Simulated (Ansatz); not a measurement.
Steps of a relaxation of `C=C(S)[SeH]` with RKS PBE-D4/def2-SVP.

```sh
$ ansatz run in.yaml --threads 4 --pin off --events-out ev --progress --plain --max-ram 10444MiB
```

```yaml
crystal:
  periodic: [false, false, false]
  atoms:
    - {symbol: C, position_ang: [-0.185600, 1.058000, -0.464800]}
    - {symbol: C, position_ang: [-0.139900, 0.074600, 0.368900]}
    - {symbol: S, position_ang: [1.281000, -0.104700, 1.392400]}
    - {symbol: Se, position_ang: [-1.474700, -1.208100, 0.485300]}
    - {symbol: H, position_ang: [0.563300, 1.830900, -0.566500]}
    - {symbol: H, position_ang: [-1.111200, 1.231400, -1.107100]}
    - {symbol: H, position_ang: [1.998700, -0.885700, 0.442200]}
    - {symbol: H, position_ang: [-0.839400, -2.053600, -0.606200]}
basis:
  gaussian: {orbitals: def2-SVP}
hamiltonian: {xc: pbe, dispersion: d4}
relax: {f_tol: 0.03, max_steps: 200}
```

Positions (Å) and forces (eV/Å) along the path, 15 of 15 steps:

```xyz
8
step=1 energy=-78292.6704 eV
C    -0.186    1.058   -0.465   -2.268    3.022   -3.021
C    -0.140    0.075    0.369    1.133   -1.473    1.548
S     1.281   -0.105    1.392    1.700   -0.777   -0.110
Se   -1.475   -1.208    0.485   -1.274   -1.623   -0.423
H     0.563    1.831   -0.567    0.739    0.357    0.095
H    -1.111    1.231   -1.107    0.841   -0.296    0.502
H     1.999   -0.886    0.442   -0.554    0.587    0.943
H    -0.839   -2.054   -0.606   -0.317    0.203    0.465
8
step=2 energy=-78292.9703 eV
C    -0.244    1.167   -0.428   -0.561   -0.520   -1.129
C    -0.086    0.042    0.303    0.299    0.867    0.062
S     1.339   -0.102    1.372    0.615   -0.342   -0.208
Se   -1.499   -1.241    0.454   -0.409   -0.454   -0.210
H     0.550    1.915   -0.563    0.141    0.123    0.350
H    -1.107    1.247   -1.140    0.239    0.083    0.614
H     2.064   -0.929    0.524   -0.294    0.228    0.390
H    -0.924   -2.157   -0.577   -0.030    0.015    0.131
8
step=3 energy=-78293.0088 eV
C    -0.207    1.149   -0.536   -0.826   -0.008    0.675
C    -0.063    0.059    0.280    0.281    0.813   -0.800
S     1.387   -0.071    1.342    0.031   -0.118   -0.266
Se   -1.498   -1.250    0.414   -0.048    0.039   -0.020
H     0.524    1.998   -0.530   -0.162   -0.583   -0.083
H    -1.182    1.315   -1.084    0.820   -0.234    0.271
H     2.037   -1.032    0.601   -0.186    0.085    0.195
H    -0.905   -2.224   -0.543    0.091    0.006    0.028
8
step=4 energy=-78293.1152 eV
C    -0.245    1.199   -0.520   -0.379   -0.013    0.259
C    -0.041    0.079    0.213    0.179    0.193   -0.094
S     1.426   -0.035    1.242   -0.034   -0.141   -0.199
Se   -1.475   -1.235    0.370    0.118    0.050   -0.067
H     0.497    2.017   -0.526    0.012   -0.121   -0.093
H    -1.209    1.352   -1.045    0.232   -0.020    0.042
H     1.942   -1.182    0.693   -0.169    0.079    0.115
H    -0.802   -2.252   -0.483    0.041   -0.028    0.037
8
step=5 energy=-78293.1500 eV
C    -0.267    1.244   -0.507   -0.141    0.020    0.103
C    -0.024    0.105    0.180    0.032    0.103   -0.011
S     1.452   -0.029    1.181   -0.136   -0.240   -0.354
Se   -1.434   -1.236    0.290    0.041    0.018    0.091
H     0.509    2.024   -0.590   -0.080    0.040    0.094
H    -1.260    1.425   -0.954    0.187   -0.045   -0.124
H     1.779   -1.284    0.746    0.043    0.032    0.167
H    -0.662   -2.306   -0.403    0.054    0.071    0.034
8
step=6 energy=-78293.1719 eV
C    -0.293    1.284   -0.495    0.000    0.077   -0.066
C    -0.020    0.131    0.143    0.022   -0.137    0.102
S     1.498   -0.047    1.059   -0.032   -1.005   -0.272
Se   -1.408   -1.222    0.268    0.297   -0.182   -0.093
H     0.464    2.080   -0.542   -0.023    0.123    0.003
H    -1.266    1.437   -0.981   -0.031    0.070   -0.048
H     1.650   -1.420    0.805   -0.041    0.877    0.237
H    -0.533   -2.300   -0.313   -0.192    0.177    0.136
8
step=7 energy=-78293.2094 eV
C    -0.305    1.309   -0.493   -0.004    0.009   -0.012
C     0.002    0.136    0.102   -0.143   -0.029   -0.070
S     1.557   -0.105    0.915    0.135   -0.028    0.033
Se   -1.352   -1.237    0.249   -0.063    0.122    0.036
H     0.429    2.130   -0.527   -0.018    0.042    0.011
H    -1.290    1.466   -0.958    0.032    0.008    0.018
H     1.508   -1.465    0.939    0.014    0.033    0.040
H    -0.457   -2.291   -0.282    0.047   -0.158   -0.055
8
step=8 energy=-78293.2179 eV
C    -0.308    1.312   -0.489   -0.014   -0.002    0.007
C     0.013    0.134    0.088   -0.062    0.018   -0.059
S     1.599   -0.122    0.841    0.110    0.199   -0.045
Se   -1.332   -1.242    0.250   -0.062    0.065    0.035
H     0.417    2.141   -0.525   -0.013    0.029    0.026
H    -1.299    1.469   -0.937    0.022   -0.002   -0.005
H     1.460   -1.451    1.034   -0.014   -0.209    0.085
H    -0.458   -2.299   -0.318    0.033   -0.097   -0.044
8
step=9 energy=-78293.2270 eV
C    -0.310    1.319   -0.489    0.031   -0.028    0.048
C     0.028    0.133    0.065   -0.028   -0.011    0.002
S     1.637   -0.129    0.778   -0.030   -0.381    0.011
Se   -1.315   -1.242    0.245   -0.034    0.031    0.002
H     0.399    2.163   -0.504   -0.006    0.007    0.019
H    -1.304    1.472   -0.930   -0.017   -0.009   -0.030
H     1.440   -1.446    1.119    0.045    0.376   -0.034
H    -0.482   -2.328   -0.341    0.038    0.015   -0.018
8
step=10 energy=-78293.2275 eV
C    -0.316    1.319   -0.479    0.054   -0.022    0.086
C     0.035    0.127    0.055    0.051    0.063   -0.019
S     1.686   -0.165    0.668   -0.381   -0.951    0.275
Se   -1.309   -1.246    0.244    0.121   -0.038   -0.045
H     0.386    2.170   -0.486   -0.004   -0.011    0.012
H    -1.311    1.470   -0.919   -0.018   -0.009   -0.014
H     1.400   -1.414    1.245    0.214    0.924   -0.323
H    -0.480   -2.319   -0.383   -0.036    0.045    0.029
8
step=11 energy=-78293.2826 eV
C    -0.314    1.322   -0.455   -0.069    0.021   -0.028
C     0.025    0.107    0.026    0.140   -0.062    0.012
S     1.693   -0.245    0.521   -0.014   -0.198    0.068
Se   -1.296   -1.277    0.223   -0.115   -0.022   -0.048
H     0.407    2.154   -0.438   -0.021    0.019    0.015
H    -1.307    1.497   -0.891   -0.025    0.028   -0.004
H     1.366   -1.265    1.374    0.077    0.151   -0.042
H    -0.481   -2.350   -0.415    0.027    0.065    0.026
8
step=12 energy=-78293.2849 eV
C    -0.314    1.334   -0.434    0.091    0.000   -0.028
C     0.024    0.089   -0.029   -0.073   -0.046   -0.017
S     1.692   -0.320    0.416    0.015    0.040   -0.094
Se   -1.343   -1.266    0.050    0.128   -0.253    0.053
H     0.415    2.157   -0.381   -0.036    0.021    0.048
H    -1.316    1.544   -0.836    0.014    0.019   -0.051
H     1.374   -1.173    1.427   -0.027   -0.055    0.080
H    -0.440   -2.422   -0.270   -0.112    0.273    0.010
8
step=13 energy=-78293.2964 eV
C    -0.312    1.325   -0.442    0.005   -0.039    0.003
C     0.022    0.086   -0.018   -0.058   -0.007    0.003
S     1.692   -0.322    0.419   -0.001    0.004   -0.004
Se   -1.334   -1.278    0.126    0.048   -0.003   -0.010
H     0.410    2.155   -0.375   -0.001   -0.003   -0.016
H    -1.307    1.528   -0.865    0.006    0.019    0.005
H     1.374   -1.168    1.440    0.015   -0.011    0.022
H    -0.452   -2.383   -0.341   -0.014    0.041   -0.004
8
step=14 energy=-78293.2961 eV rejected
C    -0.313    1.318   -0.443    0.015   -0.014    0.017
C     0.017    0.086    0.005   -0.010    0.021   -0.048
S     1.690   -0.317    0.438    0.034    0.011   -0.024
Se   -1.330   -1.283    0.154    0.014   -0.035   -0.001
H     0.419    2.141   -0.416   -0.029   -0.005    0.031
H    -1.314    1.521   -0.852    0.015    0.003   -0.021
H     1.383   -1.164    1.461   -0.011   -0.012    0.017
H    -0.460   -2.358   -0.402   -0.029    0.030    0.028
8
step=15 energy=-78293.2972 eV
C    -0.313    1.321   -0.444    0.007    0.010    0.008
C     0.018    0.083   -0.012    0.013   -0.022    0.018
S     1.691   -0.323    0.423   -0.022    0.014   -0.014
Se   -1.333   -1.282    0.138    0.003    0.004   -0.002
H     0.413    2.147   -0.387   -0.005   -0.005   -0.006
H    -1.309    1.529   -0.861    0.006   -0.001   -0.003
H     1.382   -1.161    1.455   -0.003    0.001    0.000
H    -0.456   -2.371   -0.368    0.001   -0.001   -0.002
```

It took 16 s on 4 threads of an AMD EPYC 7B13 on a shared host, with 0.16 GiB of host memory at the peak.
